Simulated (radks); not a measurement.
The numbers below are computed, except where a source is named.
Task: Tb2+, configuration [Xe] 4f9 (the NIST ground configuration). Level of theory: Dirac Kohn-Sham, Slater X-alpha with alpha = 0.934, spin-unpolarised, spherical densities, finite nucleus; open shells are shared between the two j in proportion to 2j + 1; Fermi nuclear charge, rms radius 5.06 fm (a radial shooting solver on a logarithmic mesh with Libxc functionals). Some entries of the table are withheld. Estimate them.

orbital,occ.,eigenvalue (eV),r(max) (bohr)
1s1/2,2,-52012.33,0.01363
2s1/2,2,-8667.755,0.07752
2p1/2,2,-8253.615,(1)
2p3/2,4,-7499.434,(2)
3s1/2,2,(3),0.2192
3p1/2,2,(4),(5)
3p3/2,4,(6),(7)
3d3/2,4,-1285.802,0.1732
3d5/2,6,-1251.400,0.1767
4s1/2,2,-399.8317,0.5026
4p1/2,2,-327.4750,(8)
4p3/2,4,-292.4669,(9)
4d3/2,4,-172.2809,0.5373
4d5/2,6,-165.8938,0.5460
5s1/2,2,-65.1582,1.171
5p1/2,2,-45.2411,1.274
5p3/2,4,-40.5452,1.354
4f5/2,3.85714,-22.7263,0.5425
4f7/2,5.14286,-21.8562,0.5475

Result: 
(1) 2p1/2 r(max) (bohr): 0.05839
(2) 2p3/2 r(max) (bohr): 0.06432
(3) 3s1/2 eigenvalue (eV): -1943.041
(4) 3p1/2 eigenvalue (eV): -1760.277
(5) 3p1/2 r(max) (bohr): 0.2063
(6) 3p3/2 eigenvalue (eV): -1603.770
(7) 3p3/2 r(max) (bohr): 0.2187
(8) 4p1/2 r(max) (bohr): 0.5056
(9) 4p3/2 r(max) (bohr): 0.5322
